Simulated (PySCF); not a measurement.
Compound: C8H11O2P.
SMILES with atom numbers: `[CH3:1][c:2]1[cH:3][cH:4][cH:5][c:6]([P@@:7]([CH3:8])(=[O:9])[OH:10])[cH:11]1`

Geometry (GFN2-xTB, Å), atoms numbered from 1 in this order:
```
atom  x, y, z in Å
C1    -2.759   -1.484    0.313
C2    -1.796   -0.402   -0.072
C3    -2.213    0.681   -0.839
C4    -1.336    1.696   -1.179
C5    -0.020    1.644   -0.755
C6     0.405    0.569    0.009
P7     2.142    0.519    0.541
C8     2.908   -0.905   -0.314
O9     2.864    1.792    0.431
O10    2.086    0.002    2.075
C11   -0.473   -0.449    0.346
H12   -3.226   -1.241    1.269
H13   -3.547   -1.585   -0.429
H14   -2.249   -2.438    0.422
H15   -3.240    0.727   -1.173
H16   -1.680    2.527   -1.777
H17    0.687    2.422   -0.998
H18    2.384   -1.826   -0.083
H19    3.942   -0.972    0.017
H20    2.883   -0.721   -1.384
H21    2.346    0.738    2.632
H22   -0.119   -1.273    0.948
```

Probes without a nucleus sit at each ring's centroid and 1 Å off its mean plane on both sides; NICS is minus the shielding there, NICSzz its component along the normal. Level: GIAO PBE0/pcSseg-1 (PySCF, non-relativistic, gas phase) on the GFN2-xTB geometry, one conformer.

Ring bond lengths (Å), with Mayer bond orders in brackets: C2–C3 1.391 (1.40), C3–C4 1.384 (1.44), C4–C5 1.383 (1.42), C5–C6 1.385 (1.44), C6–C11 1.386 (1.37), C11–C2 1.388 (1.41).

Question: What do the NICS probes read (ppm)?

Answer: 
| ring | type | NICS(0) | NICS(1), two faces | NICS(1)zz, two faces | rms pucker (Å) | centre to ring atoms, mean (Å) |
| --- | --- | --- | --- | --- | --- | --- |
| C2–C3–C4–C5–C6–C11 | 6-membered carbocycle; formal bonds all aromatic | -8.7 | -11.4 / -11.5 | -27.9 / -28.0 | 0.00 | 1.39 |

Question: What can be read from them?

Answer: 
- C2–C3–C4–C5–C6–C11: mean NICS(1)zz -27.9 ppm, shielded. For a flat ring without four-coordinate atoms the NICS criterion counts such a value as aromatic.

Question: What does the geometric index give? HOMA = 1 − mean of α(R − Ropt)² over the ring bonds, with Krygowski's 1993 parameters (CC: Ropt 1.388 Å, α 257.7 Å⁻²).

Answer: 
- C2–C3–C4–C5–C6–C11: HOMA 1.00 = 1 − EN − GEO, with mean bond length 1.386 Å, EN = α(Ropt − mean)² = 0.001 and GEO = α × variance = 0.002. The geometric and the magnetic index point the same way.

Question: What field does 1 T along the ring normal induce along that normal at the first NICS(1) probe listed for ring C2–C3–C4–C5–C6–C11, 1 Å off the ring?

Answer: NICSzz × B0 = -27.9 ppm × 1 T = -28 μT, against the applied field.

Question: List the ring angles and the Hirshfeld charges of the ring atoms.

Answer: 
- C2–C3–C4–C5–C6–C11: C2 118.5° (+0.013 e), C3 121.1° (-0.045 e), C4 120.0° (-0.044 e), C5 119.4° (-0.045 e), C6 120.6° (-0.064 e), C11 120.4° (-0.051 e); sum 720.0° against 720° for a flat convex ring.

Question: How shielded are the nuclei of the rings and their hydrogens (means over atoms taken as equivalent)?

Answer: 
| atoms | environment | σ isotropic (ppm) |
| --- | --- | --- |
| C2 | substituted aromatic carbon | 43.6 |
| C3 | aromatic CH carbon | 49.1 |
| C4 | aromatic CH carbon | 53.1 |
| C5 | aromatic CH carbon | 53.3 |
| C6 | substituted aromatic carbon | 45.7 |
| C11 | aromatic CH carbon | 51.5 |
| H15 | aromatic hydrogen | 24.12 |
| H16 | aromatic hydrogen | 24.05 |
| H17 | aromatic hydrogen | 23.72 |
| H22 | aromatic hydrogen | 24.01 |
